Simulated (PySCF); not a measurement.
Species: 2-ethynylpyridine, C7H5N.
Atom-mapped SMILES: `[CH:1]#[C:2][c:3]1[cH:4][cH:5][cH:6][cH:7][n:8]1` (hydrogens: H9 on C1; H10 on C4; H11 on C5; H12 on C6; H13 on C7)

Jobs on this species (13 atoms, 54 electrons) with PySCF (density fitting). Hardware of each: one thread, Arm Neoverse V1, on a shared host. Times come from a shared host and carry two figures at best.

Question: Rank these jobs by wall time, shortest first.
A. B3LYP/def2-SVPD; 10 singlets by full TDDFT, 4 Tamm–Dancoff triplets, polarisability, ΔSCF ions; 200 basis functions
B. B3LYP/pcJ-1; spin–spin couplings from 13 perturbed nuclei, spin–dipole term for 1 of them; 266 basis functions
C. PBE0-D3(BJ)/def2-SVP, grid level 1; geometry optimisation from a GFN2-xTB start; 137 basis functions

Answer: C (22 s), B (49 s), A (3.1 min).

All jobs:

```json
{"level and settings": "PBE0/pcSseg-1", "work": "shieldings, charges and field gradients", "basis functions": "161", "SCF cycles": "14", "wall time": "15 s"}
{"level and settings": "PBE0-D3(BJ)/def2-SVP, grid level 1", "work": "geometry optimisation from a GFN2-xTB start", "basis functions": "137", "SCF cycles": "23", "wall time": "22 s"}
{"level and settings": "HF/pcSseg-2", "work": "shieldings", "basis functions": "358", "SCF cycles": "13", "wall time": "37 s"}
{"level and settings": "B3LYP/pcJ-1", "work": "spin–spin couplings from 13 perturbed nuclei, spin–dipole term for 1 of them", "basis functions": "266", "SCF cycles": "15", "wall time": "49 s"}
{"level and settings": "B3LYP/def2-SVPD", "work": "10 singlets by full TDDFT, 4 Tamm–Dancoff triplets, polarisability, ΔSCF ions", "basis functions": "200", "SCF cycles": "14", "wall time": "3.1 min"}
```

What do all jobs in the table cost together?

About 5.2 min; the longest takes about 60 % of that, and about 12 times as long as the shortest.
